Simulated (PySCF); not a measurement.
These 5 structures share the formula C6H12BNO. Theory: PBE0-D3(BJ)/def2-SVP geometry optimisation, gas phase in PySCF. Energies are electronic, without zero-point or thermal terms, for one conformer each. No frequencies were run at this level. Point groups hold within 0.08 Å.

Question: Order them by energy at this level, lowest first, and give relative energies in kcal/mol.
A. `[BH3-:1][O+:2]1[CH2:3][C@@H:4]([CH3:5])[CH2:6][C@H:7]1[C:8]#[N:9]` with B1–O2–C3–C4 -159°, O2–C3–C4–C5 -84°, C3–C4–C6–C7 -37°, C4–C6–C7–C8 -95°
B. `[CH3:1][C:2](=[O:3])[NH:4][B:5]1[CH2:6][CH2:7][CH2:8][CH2:9]1` with C1–C2–N4–B5 -179°, C2–N4–B5–C6 180°, N4–B5–C6–C7 166°, B5–C6–C7–C8 32°, C6–C7–C8–C9 -40°, C7–C8–C9–B5 29°
C. `[BH3-:1][O+:2]1[CH2:3][C@@H:4]([CH3:5])[CH2:6][C@@H:7]1[C:8]#[N:9]` with B1–O2–C3–C4 150°, O2–C3–C4–C5 -157°, C3–C4–C6–C7 40°, C4–C6–C7–C8 86°
D. `[CH3:1]/[CH:2]=[CH:3]/[N:4]([CH:5]=[O:6])[B:7]([CH3:8])[CH3:9]` with C2–C3–N4–C5 44°, C3–N4–C5–O6 -170°
E. `[CH3:1][NH2+:2][B@H-:3]([CH3:4])[c:5]1[cH:6][cH:7][cH:8][o:9]1` with C1–N2–B3–C4 -170°, N2–B3–C5–C6 -130°

Answer: B (0.0), D (27.1), E (45.1), C (86.8), A (87.5).

As drawn, the lowest has an N–H bond and a B–N bond, which the highest lacks; the highest has a B–O bond, which the lowest lacks. Neighbours under 2.5 kcal/mol apart ([BH3-][O+]1C[C@@H](C)C[C@@H]1C#N and [BH3-][O+]1C[C@@H](C)C[C@H]1C#N) can change places with a better method, another conformer or zero-point energy. [BH3-][O+]1C[C@@H](C)C[C@@H]1C#N and [BH3-][O+]1C[C@@H](C)C[C@H]1C#N are stereoisomers, 0.7 kcal/mol apart in the conformers taken.

| SMILES | E (Eh) | E rel (kcal/mol) | dipole (D) | point group | A, B, C (MHz) |
| --- | --- | --- | --- | --- | --- |
| CC(=O)NB1CCCC1 | -390.03874 | 0.0 | 3.42 | C1 | 4011, 867.5, 735.0 |
| C/C=C/N(C=O)B(C)C | -389.99550 | 27.1 | 3.29 | C1 | 2305, 1047, 741.3 |
| C[NH2+][B@H-](C)c1ccco1 | -389.96684 | 45.1 | 4.73 | C1 | 2474, 1158, 996.5 |
| [BH3-][O+]1C[C@@H](C)C[C@@H]1C#N | -389.90039 | 86.8 | 6.07 | C1 | 2075, 1406, 984.2 |
| [BH3-][O+]1C[C@@H](C)C[C@H]1C#N | -389.89925 | 87.5 | 6.37 | C1 | 1825, 1729, 1129 |

Question: How do the relative energies change in single points at PBE0/pcSseg-1 (no added dispersion term) on the same geometries?

Answer: 
```json
{"SMILES": "CC(=O)NB1CCCC1", "PBE0-D3(BJ)/def2-SVP (kcal/mol)": "0.0", "PBE0/pcSseg-1 (kcal/mol)": "0.0", "shift": "0.0"}
{"SMILES": "C/C=C/N(C=O)B(C)C", "PBE0-D3(BJ)/def2-SVP (kcal/mol)": "27.1", "PBE0/pcSseg-1 (kcal/mol)": "25.4", "shift": "-1.7"}
{"SMILES": "C[NH2+][B@H-](C)c1ccco1", "PBE0-D3(BJ)/def2-SVP (kcal/mol)": "45.1", "PBE0/pcSseg-1 (kcal/mol)": "45.3", "shift": "+0.2"}
{"SMILES": "[BH3-][O+]1C[C@@H](C)C[C@@H]1C#N", "PBE0-D3(BJ)/def2-SVP (kcal/mol)": "86.8", "PBE0/pcSseg-1 (kcal/mol)": "85.1", "shift": "-1.7"}
{"SMILES": "[BH3-][O+]1C[C@@H](C)C[C@H]1C#N", "PBE0-D3(BJ)/def2-SVP (kcal/mol)": "87.5", "PBE0/pcSseg-1 (kcal/mol)": "86.1", "shift": "-1.4"}
```

Each column counts from its own lowest isomer. The order is unchanged; the largest shift is 1.7 kcal/mol.
